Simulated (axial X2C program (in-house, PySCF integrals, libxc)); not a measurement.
# Low determinants of MoCl⁺ at the PBE0 level, 2c

All values were computed with an in-house relativistic program for diatomic molecules. Two-component (2c) means X2C with spin–orbit coupling and atomic mean-field two-electron Coulomb and Gaunt terms. Basis: Mo dyall-cv3z [11s12p9d5f3g], Cl dyall-av3z [9s8p3d2f] (cores contracted in-house); Gaussian nuclei, density fitting, unrestricted open shells. Masses: Mo 97.905 u, Cl 34.969 u.

Search at 2.222 Å (vertical energies from the lowest determinant):

```
ΔE (eV)  state  electrons beyond evenly filled partner blocks  electrons in ±ω = 1/2, 3/2, 5/2, 7/2
   0.00  Ω = 2                              ω = -1/2, ω = 5/2                             39 16 3 0
   0.12  Ω = 1                              ω = -3/2, ω = 5/2                             40 15 3 0
   0.22  Ω = 3                               ω = 1/2, ω = 5/2                             39 16 3 0
   1.19  Ω = 4                               ω = 3/2, ω = 5/2                             40 15 3 0
   1.23  Ω = 2                 2 × ω = 1/2, ω = -3/2, ω = 5/2                             40 15 3 0
   1.31  Ω = 0                ω = -1/2, 2 × ω = 3/2, ω = -5/2                             39 16 3 0
   1.61  Ω = 0                 2 × ω = 1/2, ω = 3/2, ω = -5/2                             40 15 3 0
```

Lowest determinant, Ω = 2 (⟨Sz⟩ = 2.00, ⟨Lz⟩ = 0.00 at PBE0): Re = 2.215 Å, ωe = 453.6 cm⁻¹.

The determinant in row 2 of the search, Ω = 1 (⟨Sz⟩ = 2.00, ⟨Lz⟩ = -1.00 at PBE0), was followed along the bond at PBE0; measured from the minimum of the lowest determinant it gives:

Te = 0.111 eV (896 cm⁻¹), Re = 2.183 Å, ωe = 444.1 cm⁻¹.

(1) Compare the bond of the determinant in row 2 with that of the lowest one.

The search compares states at one distance, so a state with another bond length can lie lower; it is not exhaustive and yields mostly the lowest determinant of each block pattern, so other components and higher states of one pattern are missing. These are energies of single determinants, not of spin-adapted states; PBE0 term energies can be off by some tenths of an eV, and the functional has no current term. Open-shell Ω = 0 determinants with evenly filled partner blocks cannot be reached by this program, so the Ω shown need not be the lowest component. The lowest determinant need not be the ground state where others lie within half an eV.

Answers

(1) At PBE0 its Re is 0.032 Å shorter and its force constant, which goes as ωe², is 0.96 times that of the lowest determinant. T0 ≈ Te + Δωe/2 = 896 + (-5) = 891 cm⁻¹.
